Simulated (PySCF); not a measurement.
**Mayer bond orders and bond lengths**

C₅H₁₀SSi.
SMILES with atom numbers: `[CH3:1][SiH2:2][S:3][C@:4]12[CH2:5][C@H:6]1[CH2:7]2` (hydrogens: H8, H9, H10 on C1; H11, H12 on Si2; H13, H14 on C5; H15 on C6; H16, H17 on C7)

Structure used (PBE0-D3(BJ)/def2-SVP), in Å, numbered top down from 1:
```
atom  x, y, z in Å
C1     2.322   -0.810    0.570
Si2    1.754    0.962    0.780
S3    -0.316    1.060    1.379
C4    -1.002    0.249   -0.033
C5    -1.578    0.823   -1.291
C6    -2.410   -0.018   -0.383
C7    -1.470   -1.163   -0.208
H8     1.741   -1.304   -0.224
H9     3.388   -0.848    0.294
H10    2.180   -1.374    1.504
H11    2.495    1.652    1.878
H12    1.943    1.720   -0.495
H13   -1.768    1.901   -1.283
H14   -1.259    0.419   -2.264
H15   -3.321    0.228    0.161
H16   -1.571   -1.752    0.710
H17   -1.144   -1.736   -1.090
```

Bond orders from the PBE0/pcSseg-1 density (PySCF). One conformer (not necessarily the lowest) at the PBE0-D3(BJ)/def2-SVP geometry, without solvent, vibrations or thermal averaging.

Question: How far do the computed orders between heavy atoms stray from the drawn ones?

Answer: The largest departure is 0.215, at C6–C4 (drawn single, 0.785). Drawn single, order below 0.88: C6–C4 (0.785).

Question: Give the Mayer order of every bond between heavy atoms, beside its length.

Answer: 
| bond | drawn as | length (Å) | Mayer order |
| --- | --- | --- | --- |
| C1–Si2 | single | 1.873 | 0.958 |
| Si2–S3 | single | 2.157 | 0.920 |
| S3–C4 | single | 1.767 | 1.009 |
| C4–C5 | single | 1.498 | 0.954 |
| C5–C6 | single | 1.491 | 0.980 |
| C6–C7 | single | 1.492 | 0.979 |
| C6–C4 | single | 1.476 | 0.785 |
| C7–C4 | single | 1.498 | 0.955 |

By pair of heavy elements: C–C: lowest C6–C4 (0.785, 1.476 Å), highest C5–C6 and C6–C7 (0.980, 1.491 Å); in 4 of the 10 pairs the longer bond (by over 0.003 Å) has the higher order (by 0.02 or more). Bonds named together lie within 0.004.

Question: And the bonds to hydrogen?

Answer: C–H: 0.92 to 0.97 (8 bonds); H–Si: 0.93 to 0.94 (2 bonds).

Question: Sum the orders of all bonds at each heavy atom with more than one neighbour and set the sums beside the valence in the SMILES.

Answer: C1 3.814 (drawn 4), Si2 3.751 (drawn 4), S3 1.929 (drawn 2), C4 3.703 (drawn 4), C5 3.814 (drawn 4), C6 3.714 (drawn 4), C7 3.813 (drawn 4). Orders between atoms that aren't bonded are not in these sums.

The Mayer order sums products of elements of PS (density times overlap matrix) between the two atoms' basis functions, so it depends on the basis set.

These values come from a run that also computed NMR shieldings. On one thread, Arm Neoverse V1 (aarch64), shared host with 64 logical CPUs at a one-minute load of 28, this took 24 s of wall time and 1.0 GiB of memory at its peak.
